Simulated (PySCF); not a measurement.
# Two-component Hartree-Fock for Pd+ (palladium, charge +1)

Start: [Kr] 4d9; 4d3/2 filled at m_j = -3/2, -1/2, +1/2, +3/2; 4d5/2 filled at m_j = -3/2, -1/2, +1/2, +3/2, +5/2. Calculated with PySCF 2.14 in x2c-SVPall-2c with one added diffuse shell each of s, p, d type (7s9p7d1f, 76 functions): generalised Hartree-Fock with the X2C-1e Hamiltonian and a Gaussian nucleus; one run each with spin-orbit coupling (SO) switched off, then screened by Boettger's factors.

```tsv
spinor shell	electrons	ε, spin-free (eV)	ε, screened SO (eV)	weight of nominal j (screened SO)	rms radius, screened SO (bohr)
1s1/2	2	-24483.1	-24481.5	1.000	0.0366
2s1/2	2	-3667.3	-3666.8	1.000	0.150
2p1/2	2	-3283.2	-3393.7	1.000	0.130
2p3/2	4	-3283.2	-3231.9	1.000	0.135
3s1/2	2	-706.41	-706.27	1.000	0.403
3p1/2	2	-576.74	-596.66	1.000	0.399
3p3/2	4	-576.74	-567.40	1.000	0.410
3d3/2	4	-371.00	-374.45	0.999	0.387
3d5/2	6	-371.00	-368.55	0.999	0.390
4s1/2	2	-116.43	-116.39	1.000	1.02
4p1/2	2	-77.053	-80.953	0.985	1.10
4p3/2	4	-77.053	-75.184	0.992	1.13
4d3/2	4	-20.686	-21.239	0.899	1.57
4d5/2	5	-20.686	-20.256	0.919	1.60
```

```
   quantity    spin-free  screened SO
E (hartree)  -5041.63805  -5042.47268
        M_J          5/2          5/2
       ⟨J²⟩        8.774        8.776
       ⟨L²⟩        6.019        6.033
       ⟨S²⟩        0.755        0.768
```

Each row is a mean over spinors that exchange with the open shell spreads, by up to 4.955 eV (4p3/2).

Rows whose weight is well below 1 are mixtures of j = l ± 1/2: exchange outweighs spin-orbit coupling there, and the label is only the starting occupation.

Breit and QED terms are absent; they matter most for the inner s and p1/2 levels.

Densities and radii are taken from the X2C orbitals without a picture-change correction, which distorts them close to the nucleus.

Without spin-orbit coupling the j labels of p, d and f shells carry no meaning; the spin-free column gives the mean over the occupied spinors of each nl shell.
